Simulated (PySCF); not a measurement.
# Spin-orbit coupling and the third ionisation energy along the lanthanides

Two-component X2C-1e calculated with PySCF 2.14: MP2 on generalised Hartree-Fock spinors (GMP2), with spin-orbit coupling off and on (screened by Boettger's factors); no Breit or QED terms. Values in eV; the references (NIST) lie between the lowest levels. Elements whose determinants are no pure J levels are left out.

| element | configurations | spin-free | with spin-orbit | shift | reference |
| --- | --- | --- | --- | --- | --- |
| La (x2c-TZVPPall-2c, [Ar] 3d10 frozen) | [Xe] 5d1 → [Xe] | 18.543 | 18.680 | 0.137 | 19.177 |
| Tb (x2c-TZVPPall-2c, [Ar] 3d10 frozen) | [Xe] 4f9 → [Xe] 4f8 | 21.898 | 22.020 | 0.123 | 21.82 ± 0.03 (s) |
| Dy (x2c-TZVPPall-2c, [Ar] 3d10 frozen) | [Xe] 4f10 → [Xe] 4f9 | 23.371 | 23.359 | -0.012 | 22.89 ± 0.03 (s) |
| Ho (x2c-TZVPPall-2c, [Ar] 3d10 frozen) | [Xe] 4f11 → [Xe] 4f10 | 23.706 | 23.506 | -0.200 | 22.79 ± 0.03 (s) |
| Er (x2c-TZVPPall-2c, [Ar] 3d10 frozen) | [Xe] 4f12 → [Xe] 4f11 | 24.001 | 23.687 | -0.314 | 22.7 ± 0.03 (s) |
| Tm (x2c-TZVPPall-2c, [Ar] 3d10 frozen) | [Xe] 4f13 → [Xe] 4f12 | 25.412 | 24.957 | -0.455 | 23.66 ± 0.03 (s) |
| Yb (x2c-QZVPPall-2c, [Ar] 3d10 frozen) | [Xe] 4f14 → [Xe] 4f13 | 27.738 | 27.096 | -0.642 | 25.053 ± 0.025 (s) |
| Lu (x2c-TZVPPall-2c, [Ar] 3d10 frozen) | [Xe] 4f14 6s1 → [Xe] 4f14 | 20.993 | 20.996 | 0.003 | 20.959 |

The largest shift is at Yb, -0.642 eV, where spin-orbit coupling lowers the species with fewer electrons by more than the one with more (starting occupations closed and 4f5/2^6 4f7/2^7).

What remains against the references is mostly the basis and correlation beyond MP2. References marked (s) are semi-empirical, (t) theoretical.
